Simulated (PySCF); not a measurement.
Gas-phase reaction: borazine ⇌ 3 B + N + 2 NH3

Method: PySCF energies (xtb for GFN2) plus ideal-gas RRHO corrections (1 bar). † marks an energy on the PBE0/def2-TZVP geometry and frequencies; other levels use their own. MP2 freezes the core. Open shells (unrestricted): B (multiplicity 2, electronic degeneracy 6), N (multiplicity 4); the rest are closed-shell singlets. GFN2 has no spin-polarisation term. Spin-orbit splitting is ignored; it lowers the true energy and changes the entropy of B. MP2 isn't extrapolated to the basis-set limit; its ΔH°(298 K) is 2673.3 kJ in def2-SVP and 2637.3 kJ in def2-TZVPP. The harmonic model lacks anharmonicity and excited electronic states, which grow with temperature; levels with a mode under 35 cm⁻¹ are left out.

```csv
level,"ΔE electronic, kJ","ΔH°(298 K), kJ","ΔS°(298 K), J/K","ΔG°(1600 K), kJ"
GFN2-xTB,3694,3663,708,2519
M06-2X/def2-TZVP†,2707,2671,711,1516
MP2/def2-TZVPP†,2673,2637,711,1482
PBE/def2-SVP,2841,2805,711,1654
PBE/def2-TZVP†,2740,2704,711,1549
PBE0/def2-SVP†,2802,2766,711,1611
PBE0/def2-TZVP,2706,2670,711,1515
ωB97M-V/def2-TZVP†,2687,2651,711,1496
ωB97X-V/def2-TZVP†,2675,2639,711,1484
```
ΔH° is lowest at MP2/def2-TZVPP† and highest at GFN2-xTB. No reference value is set beside these.
